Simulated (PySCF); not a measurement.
A calculated (B3LYP, PySCF 2.14, 6-31G*, the non-relativistic Hamiltonian (point nucleus)) atom or ion has these occupied shells.

```csv
shell,electrons,orbital energy (eV),"rms radius, mean of both spins (bohr)"
1s α,1,-12351.2,0.0521
1s β,1,-12351.1,0.0521
2s α,1,-1581.7,0.217
2s β,1,-1581.6,0.217
2p α,3,-1419.9,0.191
2p β,3,-1419.8,0.191
3s α,1,-214.11,0.625
3s β,1,-213.93,0.625
3p α,3,-158.06,0.642
3p β,3,-157.84,0.642
3d α,5,-58.259,0.703
3d β,5,-58.050,0.703
4s α,1,-19.089,1.96
4s β,1,-16.956,1.96
4p α,3,-8.023,2.46
4p β,1,-6.559,2.46
```

**Question.** Name the element and its charge.

**Answer.** Se (selenium, neutral), in [Ar] 3d10 4s2 4p4, high-spin 3P determinant.
